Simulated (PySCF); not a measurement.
A GIAO shielding run with PySCF 2.14.0 with density-fitted response routines (density fitting, non-relativistic, gas phase) on `CS[Si](C)(C)SC`, C4H12S2Si:

```
{"job": {"kind": "nmr", "xc": "PBE0", "basis": "pcSseg-1"}, "charge": 0, "multiplicity": 1}
C     -2.210884    -1.458044     0.114945
S     -1.127094    -0.677672    -1.123537
Si     0.046129     0.628121     0.157204
C     -1.041039     1.832694     1.140414
C      1.284343     1.483179    -0.998443
S      1.030811    -0.605289     1.650264
C      1.975373    -1.728567     0.570559
H     -1.617919    -1.790466     0.961531
H     -2.680810    -2.306545    -0.370574
H     -2.966138    -0.746527     0.432908
H     -0.427727     2.551398     1.673805
H     -1.645955     1.310391     1.875715
H     -1.705899     2.380832     0.480197
H      1.796787     0.766035    -1.632927
H      0.774107     2.187002    -1.647651
H      2.031103     2.028806    -0.430100
H      2.821904    -1.195517     0.149385
H      1.330162    -2.105732    -0.217294
H      2.322945    -2.544845     1.194970
```

Hardware: 1 thread of an Arm Neoverse V1, shared host. The job also computes population analyses, field gradients.

Q: How large is the calculation?

A: 82 electrons, 200 basis functions and 1107 auxiliary functions.

Q: How long does it take?

A: 42 s of wall time, with 12 SCF cycles and 4 response iterations. Times on a shared host scatter by some tens of per cent.
